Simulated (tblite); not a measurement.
Compound: C₆H₈P₃ (charge -1).
Geometry (GFN2-xTB, Å), atoms numbered from 1 in this order:
```
atom  x, y, z in Å
C1    -1.8003    0.5781   -3.1580
C2    -2.2218   -0.1395   -2.1166
C3    -1.5653   -0.2391   -0.8378
P4    -2.3165   -1.2664    0.3669
P5    -0.9629   -1.0032    1.9279
C6     0.1423    0.0919    1.1419
C7     1.3705    0.5435    1.8928
C8     2.5368   -0.4134    1.6570
P9    -0.0814    0.6349   -0.4931
H10   -2.3428    0.6114   -4.0907
H11   -0.8915    1.1565   -3.0994
H12   -3.1392   -0.7150   -2.2027
H13    1.6565    1.5457    1.5556
H14    1.1517    0.5869    2.9637
H15    2.7661   -0.4568    0.5933
H16    2.2639   -1.4135    1.9888
H17    3.4266   -0.0899    2.1995
```

Calculated harmonic vibrations of the isolated species, GFN2-xTB (tblite), most abundant isotopes, no scaling. The method is semi-empirical: single wavenumbers can be off by several per cent or more. One conformer, not necessarily the lowest.

Harmonic wavenumbers (cm⁻¹): 33.8, 70.3, 95.9, 158.4, 167.9, 208.7, 220.0, 291.2, 338.3, 339.7, 369.0, 448.2, 486.9, 586.0, 617.3, 634.5, 642.7, 794.9, 809.7, 921.6, 951.5, 987.5, 993.4, 1043.2, 1073.5, 1145.3, 1164.3, 1207.3, 1256.6, 1294.6, 1311.0, 1394.9, 1403.3, 1473.4, 1496.0, 1507.6, 1635.0, 2920.1, 2942.6, 2976.9, 2999.1, 3014.0, 3021.7, 3062.0, 3091.1.

A = 1650, B = 779.4, C = 556.8 MHz; mass 172.984 u (most abundant isotopes); point group C1, symmetry number 1.

Task: What is the zero-point energy?

Result: ½Σν̃ = 26800 cm⁻¹ = 320.60 kJ/mol.

Task: Give the ideal-gas entropy at 273.15 K and 1 bar in the rigid-rotor, harmonic-oscillator model (classical rotation).

Result: Translation 171.30, rotation 126.46, vibration 121.76: S = 419.5 J/(mol K).

Task: And Cp and H(273.15 K) − H(0)?

Result: Cp = 155.72 J/(mol K), of which vibrations give 122.47 (their classical limit is 45 R = 374.2); H(273.15 K) − H(0) = 26.51 kJ/mol without the zero-point energy, 17.43 from vibrations.

Task: What must be added to the electronic energy to get the Gibbs energy at 273.15 K and 1 bar?

Result: ZPE + [H(273.15 K) − H(0)] − T·S = 320.60 + 26.51 − 114.59 = 232.52 kJ/mol.

Task: Which modes carry the vibrational entropy at 273.15 K?

Result: 33.8 cm⁻¹: 22.67; 70.3 cm⁻¹: 16.62; 95.9 cm⁻¹: 14.08; 158.4 cm⁻¹: 10.06; 167.9 cm⁻¹: 9.60; 208.7 cm⁻¹: 7.93 J/(mol K); the other 39 give 40.79 together.

Hindered rotation and anharmonicity are outside this model. Other conformers, if any are populated, would add a mixing term that is left out. The structure is chiral; the term R ln 2 for an equal mix with its mirror image is left out.
